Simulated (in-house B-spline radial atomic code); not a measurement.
## Cd4+: [Kr] 4d8

Method: Dirac-Kohn-Sham RPBE, spherical fractional occupations, Fermi nucleus of rms radius 4.6087 fm. Calculated with an all-electron radial atomic-structure program (B-spline basis).

Effective charges: Z_r = [3n² - l(l+1)]/(2<r>) from the radius, Z_e = n√(-2ε) from the energy, and Slater's rules. Values are occupation-weighted means over j. An effective charge above Z reflects the relativistic contraction of the inner shells.

| shell | electrons | ε (eV) | <r> (bohr) | Z_r | Z_e | Slater |
| --- | --- | --- | --- | --- | --- | --- |
| 1s | 2 | -26565 | 0.03039 | 49.35 | 44.19 | 47.70 |
| 2s | 2 | -3990.1 | 0.1313 | 45.71 | 34.25 | 43.85 |
| 2p | 6 | -3589.6 | 0.1147 | 43.60 | 32.49 | 43.85 |
| 3s | 2 | -788.48 | 0.3579 | 37.72 | 22.84 | 36.75 |
| 3p | 6 | -656.56 | 0.3566 | 35.05 | 20.84 | 36.75 |
| 3d | 10 | -448.28 | 0.3346 | 31.38 | 17.22 | 26.85 |
| 4s | 2 | -159.36 | 0.8714 | 27.54 | 13.69 | 20.25 |
| 4p | 6 | -120.06 | 0.943 | 24.39 | 11.88 | 20.25 |
| 4d | 8 | -62.442 | 1.152 | 18.23 | 8.57 | 9.55 |

The least bound orbital is 4d5/2 at -62.11 eV, and it is also the most diffuse (<r> = 1.156 bohr).

Spin-orbit splittings of the orbital energies (j = l + 1/2 above j = l - 1/2 when positive): 2p 192.4 eV, 3p 34.39 eV, 3d 6.991 eV, 4p 6.001 eV, 4d 0.83 eV.

For the 1s electron the small component carries 3.1 % of the norm, the zero-frequency Breit interaction raises the level by 59.43 eV, self-energy by 33.39 eV, and vacuum polarisation lowers it by 4.258 eV.
